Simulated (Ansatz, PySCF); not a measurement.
Reaction (SMILES): [F][Sb]([F])[F] → [F][Sb][F] + F atom (the F-Sb bond at the site shown breaks; other sites are not compared here)
Geometries: B3LYP-D3(BJ)/def2-TZVP minima from Ansatz (a first-principles code).

Property: bond dissociation energy (0 K, with B3LYP-D3(BJ) harmonic zero-point energies from PySCF), in kcal/mol. Cores are frozen in the correlated levels unless marked. UHF or UKS for open shells. Spin-orbit coupling is left out. The frozen core is the preceding noble-gas configuration, with the filled d and f shells of earlier blocks. In def2 rows, elements after Kr have scalar-relativistic effective core potentials. Basis-set limits of correlation are two-point, X^-3; Hartree-Fock from the larger set. The bracket is a focal-point correction in the basis named.

| level | program | bond dissociation energy (kcal/mol) |
|---|---|---|
| PBE-D4/def2-TZVPD | Ansatz + dftd4 | ___ |
| revPBE-D4/def2-TZVPD | Ansatz + dftd4 | 113.9 |
| r2SCAN/def2-TZVPD | Ansatz | 115.1 |
| BHLYP-D3(BJ)/def2-TZVPD | Ansatz + dftd3 | 104.7 |
| LC-wPBE-D4/def2-TZVPD | Ansatz + dftd4 | ___ |
| RI-MP2/CBS(def2-TZVPPD,def2-QZVPPD)+[CCSD(T)-MP2]/def2-TZVPPD | Ansatz | ___ |

**Question.** Fill in the missing entries.

**Answer.** 
- PBE-D4/def2-TZVPD, bond dissociation energy (kcal/mol): 119.1
- LC-wPBE-D4/def2-TZVPD, bond dissociation energy (kcal/mol): 114.6
- RI-MP2/CBS(def2-TZVPPD,def2-QZVPPD)+[CCSD(T)-MP2]/def2-TZVPPD, bond dissociation energy (kcal/mol): 118.6
